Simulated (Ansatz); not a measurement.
Computed with Ansatz on PBE0-D4/def2-TZVP structures; ΔE is electronic, products minus reactants. CCSD(T)/CBS is the MP2 limit (def2-TZVPP, def2-QZVPP) plus CCSD(T) − MP2 in def2-TZVPP, frozen cores. This one scheme is used for every species. DFT in def2-TZVPP. B3LYP here is the variant with VWN-RPA as its local correlation; programs differ in this. Elements past krypton have def2 core potentials. For In, Se outer-core shells are correlated without core-valence functions, which leaves a few kJ/mol of doubt a bond. Scalar relativity is left out up to krypton. One conformer a species, not always the lowest.

`[CH3][In]([F])[Cl]` + H₂Se → `[CH3][In]([Cl])[SeH]` + H–F  (ligand exchange at the In–F bond)

`[CH3][In]([F])[Cl]`:

Cartesian coordinates in Å:
```
C -0.122 -0.055 -1.106
In 0.084 0.020 1.004
F -0.844 -1.234 2.170
Cl 1.339 1.464 2.308
H -0.441 0.922 -1.467
H 0.843 -0.303 -1.546
H -0.859 -0.813 -1.364
```

H₂Se:

```xyz
3

Se   -0.183    0.032   -0.659
H    -0.585    0.751    0.555
H     0.768   -0.784    0.104
```

`[CH3][In]([Cl])[SeH]`:

Z-matrix (Å, degrees):
```
C
In 1 2.132
H 1 1.089 2 110.7
H 1 1.090 2 108.7 3 120.6
H 1 1.090 2 108.7 3 -121.0
Cl 2 2.345 1 118.0 3 172.5
Se 2 2.494 1 130.6 3 -7.7
H 7 1.469 2 90.5 1 -179.8
```

H–F:

Z-matrix (Å, degrees):
```
F
H 1 0.920
```

```
             level  ΔE (kcal/mol)
         r2SCAN-D4          -11.0
          B3LYP-D4          -11.0
        r2SCAN0-D4          -13.1
          PBE-QIDH          -14.2
              BLYP           -7.2
     CCSD/def2-SVP           -9.1
    MP2/def2-TZVPP          -15.1
CCSD(T)/def2-TZVPP          -12.9
```

**Question.** What does CCSD(T)/CBS give? (An estimate is asked.)

**Answer.** The calculation gave: -13.4 kcal/mol. The listed levels differ from it by 2.4, 2.4, 0.3, -0.8, 6.2, 4.3, -1.7, 0.5 kcal/mol.

Largest T1 diagnostic among the species: 0.014.

Leaving LDA and LC-ωPBE aside and taking each functional with its dispersion term where it has one, the values, not all of them listed here, spread over 6.0 kcal/mol, from PBE-QIDH to B97M-V. LDA lies −2.5 kcal/mol from PBE without D4. The D4 term adds −1.7 kcal/mol with B3LYP and −1.0 kcal/mol with PBE0; it sums over pairs of atoms, weighted by their polarisabilities, and B3LYP, whose exchange is more repulsive, gets the larger term. From BLYP to BHLYP (50 % exact exchange), in def2-TZVPP and without D4, ΔE moves by −3.3 kcal/mol.
